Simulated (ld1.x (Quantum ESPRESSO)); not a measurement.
Logarithmic derivatives: hafnium (Hf), PAW

- Element: Hf (Z = 72)
- Generator: ld1.x (Quantum ESPRESSO) 7.5
- Type: PAW
- Functional: PBEsol
- Relativity: fully relativistic
- Frozen core: [Kr] 4d10 4f14
- Valence charge: 12
- Reference configuration: 5s2 5p6 5d2 6s1 6p0 (charge +1)
- Partial waves: 5s (bound): rcut 1.45, rcutus 1.50 bohr; 6s (bound): rcut 1.45, rcutus 1.50 bohr; 5p (bound): rcut 2.15, rcutus 3.36 bohr; 6p (bound, empty): rcut 2.15, rcutus 3.36 bohr; 5d (bound): rcut 2.15, rcutus 3.00 bohr; 5d channel at 0.1 Ry: rcut 2.15, rcutus 3.00 bohr
- Local potential: all-electron potential smoothed inside 1.45 bohr (lloc = -2)
- Core correction: Bessel-smoothed model core, default radius (core density twice the valence density)
- Augmentation charge: BESSEL, radius 1.50 bohr

Open shells are filled in proportion to 2j + 1 (rel_dist='average').

The phase is arctan(r·u′/u) with u = r·R(r), unwrapped; energies in Ry, scanned from -7 to 5 Ry. A pole is an energy at which the radial function vanishes at the test radius. The pseudo phase is shifted by a multiple of π to meet the all-electron one at the reference energy, and phase errors are pseudo minus all-electron; the curves can meet again beyond the range given. Levels narrower than the energy grid can be missing from the lists of poles.

Q: For each channel, where are the poles, and over which energies does the pseudopotential scatter like the atom?

A:

```
channel  radius (bohr)  reference energy (Ry)  poles, all-electron       poles, pseudo  unbroken range about the reference energy with phases within 0.05 rad  phase error 1 Ry above the reference energy (rad)
   p1/2           3.64                  -0.50          -3.52, 0.62   -3.52, 0.57, 4.37                                                              below 1.4                                             -0.010
   p3/2           3.64                  -0.45          -2.95, 0.88   -2.95, 0.79, 4.36                                                              below 1.4                                             -0.013
   d3/2           3.64                  -0.70          -0.53, 2.47  -1.28, -0.54, 0.49                                                            -0.8 to 0.3                                             -0.075
   d5/2           3.64                  -0.66          -0.47, 2.55  -3.83, -0.47, 0.46                                                            -3.5 to 0.3                                             -0.106
```

The ghost test of this file was not conclusive.

Phases in the d3/2 channel:

```json
{"E (Ry)": "-7.00", "all-electron": "1.463", "pseudo": "4.605"}
{"E (Ry)": "-6.74", "all-electron": "1.461", "pseudo": "4.603"}
{"E (Ry)": "-6.48", "all-electron": "1.459", "pseudo": "4.601"}
{"E (Ry)": "-6.22", "all-electron": "1.456", "pseudo": "4.598"}
{"E (Ry)": "-5.96", "all-electron": "1.453", "pseudo": "4.596"}
{"E (Ry)": "-5.70", "all-electron": "1.450", "pseudo": "4.593"}
{"E (Ry)": "-5.44", "all-electron": "1.447", "pseudo": "4.590"}
{"E (Ry)": "-5.18", "all-electron": "1.444", "pseudo": "4.587"}
{"E (Ry)": "-4.92", "all-electron": "1.440", "pseudo": "4.584"}
{"E (Ry)": "-4.66", "all-electron": "1.436", "pseudo": "4.580"}
{"E (Ry)": "-4.40", "all-electron": "1.432", "pseudo": "4.576"}
{"E (Ry)": "-4.14", "all-electron": "1.427", "pseudo": "4.572"}
{"E (Ry)": "-3.88", "all-electron": "1.421", "pseudo": "4.567"}
{"E (Ry)": "-3.62", "all-electron": "1.415", "pseudo": "4.562"}
{"E (Ry)": "-3.36", "all-electron": "1.408", "pseudo": "4.556"}
{"E (Ry)": "-3.10", "all-electron": "1.400", "pseudo": "4.550"}
{"E (Ry)": "-2.84", "all-electron": "1.390", "pseudo": "4.543"}
{"E (Ry)": "-2.58", "all-electron": "1.379", "pseudo": "4.536"}
{"E (Ry)": "-2.32", "all-electron": "1.365", "pseudo": "4.529"}
{"E (Ry)": "-2.06", "all-electron": "1.347", "pseudo": "4.523"}
{"E (Ry)": "-1.80", "all-electron": "1.322", "pseudo": "4.525"}
{"E (Ry)": "-1.54", "all-electron": "1.286", "pseudo": "4.577"}
{"E (Ry)": "-1.28", "all-electron": "1.221", "pseudo": "0.287"}
{"E (Ry)": "-1.02", "all-electron": "1.046", "pseudo": "0.859"}
{"E (Ry)": "-0.76", "all-electron": "-0.591", "pseudo": "-0.621"}
{"E (Ry)": "-0.50", "all-electron": "-1.597", "pseudo": "-1.615"}
{"E (Ry)": "-0.24", "all-electron": "-1.762", "pseudo": "-1.777"}
{"E (Ry)": "0.02", "all-electron": "-1.882", "pseudo": "-1.884"}
{"E (Ry)": "0.28", "all-electron": "-2.051", "pseudo": "-2.103"}
{"E (Ry)": "0.54", "all-electron": "-2.427", "pseudo": "-4.853"}
{"E (Ry)": "0.80", "all-electron": "-3.379", "pseudo": "-5.128"}
{"E (Ry)": "1.06", "all-electron": "-4.139", "pseudo": "-5.348"}
{"E (Ry)": "1.32", "all-electron": "-4.413", "pseudo": "-5.713"}
{"E (Ry)": "1.58", "all-electron": "-4.538", "pseudo": "-6.324"}
{"E (Ry)": "1.84", "all-electron": "-4.610", "pseudo": "-6.919"}
{"E (Ry)": "2.10", "all-electron": "-4.660", "pseudo": "-7.258"}
{"E (Ry)": "2.36", "all-electron": "-4.698", "pseudo": "-7.438"}
{"E (Ry)": "2.62", "all-electron": "-4.730", "pseudo": "-7.545"}
{"E (Ry)": "2.88", "all-electron": "-4.760", "pseudo": "-7.614"}
{"E (Ry)": "3.14", "all-electron": "-4.790", "pseudo": "-7.663"}
{"E (Ry)": "3.40", "all-electron": "-4.825", "pseudo": "-7.699"}
{"E (Ry)": "3.66", "all-electron": "-4.868", "pseudo": "-7.727"}
{"E (Ry)": "3.92", "all-electron": "-4.930", "pseudo": "-7.749"}
{"E (Ry)": "4.18", "all-electron": "-5.036", "pseudo": "-7.768"}
{"E (Ry)": "4.44", "all-electron": "-5.275", "pseudo": "-7.783"}
{"E (Ry)": "4.70", "all-electron": "-6.048", "pseudo": "-7.796"}
{"E (Ry)": "4.96", "all-electron": "-7.131", "pseudo": "-7.808"}
```
